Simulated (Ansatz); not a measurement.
```xyz
10

B     0.219    0.944    0.593
C     0.444    0.654   -0.938
Br   -1.437    2.081    0.499
O     0.218   -0.488   -1.405
Al   -0.282   -1.549    0.047
H     1.121    1.435    1.206
H    -0.083   -0.148    1.176
H     0.727    1.424   -1.668
H     0.899   -2.511    0.450
H    -1.826   -1.842    0.040
```

Total charge 0; spin multiplicity 1. The bonds changed during the relaxation, so this is another structure than the one it started from.

Problem. List the CAM-B3LYP/def2-TZVPP orbital energies in eV (Ansatz 0.2.0). (Estimate.)

Solution. Computed: Occupied: -13140.54, -1702.02, -1533.78, -1533.72, -1533.71, -1527.16, -524.89, -282.67, -238.10, -186.27, -179.03, -178.82, -178.81, -115.16, -75.85, -75.78, -75.66, -73.36, -73.30, -73.29, -73.13, -73.13, -32.99, -23.30, -20.78, -18.47, -16.50, -14.95, -14.56, -13.50, -11.78, -11.35, -10.85, -10.34, -9.36, -9.19. Lowest empty: -1.51, 0.12, 1.11, 2.04, 2.12, 2.24, 2.63, 3.64.
